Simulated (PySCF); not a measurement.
**Stretching CsK⁻**

Set-up: PySCF, scalar-relativistic core potentials, basis sets Cs def2-SVPD with ECP46, K def2-SVPD. Energies in eV from Cs + K⁻ in their ground configurations at the same level. State: ²Σ⁺ (doublet), unpaired electrons σ ↑.

| R (Å) | revPBE | PBE0 | r²SCAN |
| --- | --- | --- | --- |
| 4.235 | -0.4595 | -0.4674 | -0.4578 |
| 4.432 | -0.4984 | -0.5029 | -0.4988 |
| 4.629 | -0.5219 | -0.5231 | -0.5248 |
| 4.776 | -0.5316 | -0.5304 | -0.5359 |
| 4.924 | -0.5360 | -0.5324 | -0.5411 |
| 5.072 | -0.5362 | -0.5302 | -0.5418 |
| 5.269 | -0.5316 | -0.5223 | -0.5373 |
| 5.515 | -0.5202 | -0.5068 | -0.5257 |
| 5.810 | -0.5015 | -0.4830 | -0.5064 |
| 6.204 | -0.4730 | -0.4475 | -0.4760 |

Put a parabola through the three lowest points of the revPBE curve and estimate Re, k and ωe (reduced mass 30.13 u; 1 eV/Å² = 0.16022 mdyn/Å; ωe = 1302.8·√(k/μ) cm⁻¹).

Through R = 4.924, 5.072, 5.269 Å the second-order coefficient is 0.0716 eV/Å², so Re ≈ 5.007 Å, k ≈ 0.0229 mdyn/Å and ωe ≈ 36 cm⁻¹. A polynomial fit of higher order to the unrounded revPBE energies gives Re = 5.006 Å, k = 0.0268 mdyn/Å, ωe = 38.9 cm⁻¹; anharmonicity and rounding make the difference.

The higher-order fit for each curve: revPBE: Re = 5.006 Å, ωe = 38.9 cm⁻¹, De = 0.54 eV; PBE0: Re = 4.916 Å, ωe = 41.9 cm⁻¹, De = 0.53 eV; r²SCAN: Re = 5.021 Å, ωe = 40.0 cm⁻¹, De = 0.54 eV.

⟨S²⟩ of the unrestricted solution departs from its pure value on part of the curve, where spin states mix. Spin–orbit coupling is left out. For an ion De counts to the pair picked by the measured ionisation energies or electron affinities, which need not be the lowest pair at this level. The highest Kohn–Sham level is positive in this anion. Much of that is self-interaction error, but it also means that the finite basis helps to hold the extra electron. The state was picked by a PBE0 search and need not be the measured ground state.
